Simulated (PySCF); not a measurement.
H8N2OSi2, SMILES N[SiH2][Si@@H](N)O.

Geometry: PBE-D3(BJ)/def2-SVP. The structure was generated by enumeration; whether it is a known compound was not checked. The values are those of a single conformer.

Two levels are set side by side: PBE/def2-TZVP (PySCF) and r2SCAN/def2-TZVP (PySCF). Same geometry, gas phase. Differences are taken from unrounded values.

```
quantity                     r2SCAN
---------------------------  ------
orbital gap (eV)               5.37
highest occupied level (eV)   -5.84
lowest empty level (eV)       -0.47
dipole moment (D)              3.02
mean polarisability (bohr³)    74.7
```

Question: What does PBE give, and how far is it from r2SCAN? (The exact figures need the calculation; the answer reports its results.)

Answer: 
```json
[
 {"quantity": "orbital gap (eV)", "PBE": "4.74", "PBE minus r2SCAN": "-0.63"},
 {"quantity": "highest occupied level (eV)", "PBE": "-5.58", "PBE minus r2SCAN": "0.26"},
 {"quantity": "lowest empty level (eV)", "PBE": "-0.84", "PBE minus r2SCAN": "-0.37"},
 {"quantity": "dipole moment (D)", "PBE": "2.97", "PBE minus r2SCAN": "-0.06"},
 {"quantity": "mean polarisability (bohr³)", "PBE": "77.6", "PBE minus r2SCAN": "2.9"}
]
```

Rough cost on one machine, each run with all the roots and properties that it gave: r2SCAN against PBE about 3 times.
